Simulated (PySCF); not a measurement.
Computed shifts of a molecule C₂H₆F₂Si, PBE/pcSseg-1 (PySCF), GIAO, gas phase, equivalent atoms averaged, in ppm (number of nuclei): ¹³C: -0.3 (2). ²⁹Si: 21.5 (1). ¹⁹F: -168.7 (2). ¹H: 0.51 (6). References: ¹³C against TMS (σ = 182.0 ppm); ²⁹Si against TMS (σ = 335.4 ppm); ¹⁹F against CFCl3 (σ = 133.6 ppm); ¹H against TMS (σ = 31.49 ppm), references at their B3LYP-D3(BJ)/def2-TZVP geometries, non-relativistic. Geometry optimised at ωB97X-D3(BJ)/def2-SVP. One conformer was computed; it need not be the lowest.

Q: Which molecule gave these data?
A. C[Si](C)(F)F
B. FC(F)C[SiH3]
C. FC[SiH2]CF
D. C[SiH2]C(F)F

A: A, C[Si](C)(F)F
